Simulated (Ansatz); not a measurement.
```xyz
10

C    -0.498    1.116   -1.933
C    -0.229    0.420   -0.693
C     0.001   -0.163    0.340
Ge    0.352   -1.068    1.949
Cl    2.378   -1.804    1.886
H     0.077    2.043   -1.990
H    -1.559    1.368   -2.013
H    -0.231    0.494   -2.791
H     0.265   -0.115    3.145
H    -0.557   -2.290    2.100
```

Charge 0, multiplicity 1.

Q: List the PBE0/def2-TZVPP orbital energies in eV (the Gaussian-basis code of Ansatz). (Estimate.)

A: Computed: Occupied: -10860.94, -2766.99, -1359.15, -1208.99, -1208.95, -1208.95, -279.03, -278.77, -278.11, -258.83, -197.12, -196.96, -196.96, -171.90, -121.76, -121.66, -121.64, -34.60, -34.55, -34.51, -34.43, -34.43, -22.60, -22.28, -20.00, -16.20, -13.61, -12.52, -12.51, -11.43, -10.71, -10.62, -8.85, -8.70, -8.02, -7.94. Lowest empty: -0.55, 0.25, 0.75, 1.25, 1.60, 2.04, 2.88, 3.44.
